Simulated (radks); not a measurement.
Values are calculated unless marked as measured or tabulated.
Ionisation ladder of tin, from Sn XLV to Sn L. Each ion is in the ground configuration listed by NIST, and IE = E(next ion) - E(this ion), with E = 0 for the bare nucleus. Code: a radial shooting solver on a logarithmic mesh with Libxc functionals. Model: Dirac Kohn-Sham, PBE, spin-unpolarised, spherical densities, point nucleus; open shells are shared between the two j in proportion to 2j + 1.

| species | configuration | E (hartree) | IE, Delta-SCF (eV) | -e(HOMO) (eV) | HOMO | IE, NIST (eV) | kind | error (eV) |
|---|---|---|---|---|---|---|---|---|
| Sn XLV | [He] 2s2 2p2 | -3711.37125 | 7390.5 | 7191.4 | 2p3/2 | 7531 | semi-emp. | -140.5 |
| Sn XLVI | [He] 2s2 2p1 | -3439.77418 | 7614.8 | 7413.7 | 2p3/2 | 7790 | theory | -175.2 |
| Sn XLVII | [He] 2s2 | -3159.93682 | 8125.7 | 8031.8 | 2s1/2 | 8103 | semi-emp. | +22.7 |
| Sn XLVIII | [He] 2s1 | -2861.32148 | 8308.5 | 8218.6 | 2s1/2 | 8307.0 | theory | +1.5 |
| Sn XLIX | [He] | -2555.99035 | 34404 | 34007 | 1s1/2 | 34257.1 | theory | +147.3 |
| Sn L | 1s1 | -1291.65032 | 35148 | 34796 | 1s1/2 | 35192.5 | theory | -44.9 |

Reference values: NIST Atomic Spectra Database (exp. = measured, semi-emp. = semi-empirical, theory = theoretical value adopted there). The ionisation energy per charge of the ion left behind rises most, in proportion, at Sn XLIX ([He]), from 173.09 to 702.13 eV. Spin polarisation and multiplet splitting are left out, so open shells lie too high by an amount that depends on their filling. Sharing an open shell by 2j + 1 raises it above the true ground level by a part of the spin-orbit splitting, which enters the differences from NIST. Nuclear size, the Breit interaction and QED, all absent here, shift the 1s and 2s values of heavy ions.

Beside tabulated values, note that spin-unpolarised runs miss the spin-polarisation part of the exchange energy of open shells.
